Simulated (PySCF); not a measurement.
Si²⁺ (silicon, charge +2) across methods

[Ne] 3s2, closed-shell 1S. Computed with PySCF 2.14 in def2-QZVPPD (10s6p5d2f1g, 76 functions), with the non-relativistic Hamiltonian (point nucleus).

```tsv
method	E (hartree)	mean ε 2s (eV)	mean ε 2p (eV)	mean ε 3s (eV)	Σ⟨r²⟩ (bohr²)	⟨S²⟩
PBEsol	-287.7956	-159.74	-116.77	-28.430	11.75	0.000
PW91	-288.4568	-160.21	-117.11	-28.547	11.74	0.000
PBE	-288.3291	-160.12	-116.92	-28.476	11.75	0.000
BP86	-288.4973	-160.29	-117.08	-28.624	11.71	0.000
LDA	-287.3170	-159.41	-117.01	-28.602	11.72	0.000
UHF	-287.99574	-189.02	-137.16	-32.163	11.95	0.000
LC-wPBE	-288.3654	-166.29	-122.84	-32.539	11.74	0.000
r2SCAN	-288.4376	-164.16	-119.04	-28.657	11.82	0.000
PBE0	-288.3526	-167.66	-122.29	-29.631	11.77	0.000
```
